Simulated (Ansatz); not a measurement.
Species: C$_{3}$H$_{9}$ClSi, charge 0, multiplicity 1. 
Structure (B3LYP-D3(BJ)/def2-TZVP (Ansatz, a quantum-chemistry and plane-wave program) minimum search):
```xyz
14

Si    -0.0511     0.1244    -0.3069
Cl     0.2680    -0.6522     1.6091
C     -1.7444    -0.4328    -0.8596
C      1.2876    -0.5566    -1.4147
C      0.0483     1.9836    -0.1788
H     -2.5174    -0.0672    -0.1816
H     -1.8077    -1.5218    -0.8893
H     -1.9624    -0.0520    -1.8609
H      1.2502    -1.6467    -1.4491
H      2.2767    -0.2630    -1.0593
H      1.1666    -0.1798    -2.4338
H     -0.1124     2.4418    -1.1583
H     -0.7094     2.3699     0.5050
H      1.0268     2.2990     0.1872
```
Charge 0, spin multiplicity 1.

Dipole moments at this geometry, in debye (magnitudes).

```json
[
 {"level": "SVWN5/def2-TZVPD", "program": "Ansatz", "dipole (D)": "2.30"},
 {"level": "BLYP/def2-TZVPD", "program": "Ansatz", "dipole (D)": "2.22"},
 {"level": "revPBE/def2-TZVPD", "program": "Ansatz", "dipole (D)": "2.23"},
 {"level": "B3LYP/def2-TZVPD", "program": "Ansatz", "dipole (D)": "2.27"},
 {"level": "PBE0/def2-TZVPD", "program": "Ansatz", "dipole (D)": "2.30"},
 {"level": "BHLYP/def2-TZVPD", "program": "Ansatz", "dipole (D)": "2.32"},
 {"level": "r2SCANh/def2-TZVPD", "program": "Ansatz", "dipole (D)": "2.29"},
 {"level": "HSE06/def2-TZVPD", "program": "Ansatz", "dipole (D)": "…"},
 {"level": "LC-wPBE/def2-TZVPD", "program": "Ansatz", "dipole (D)": "2.35"},
 {"level": "CCSD(T)/aug-cc-pV(D+d)Z", "program": "Ansatz", "dipole (D)": "…"}
]
```

Complete the blanks.


- HSE06/def2-TZVPD, dipole (D): 2.30
- CCSD(T)/aug-cc-pV(D+d)Z, dipole (D): 2.23
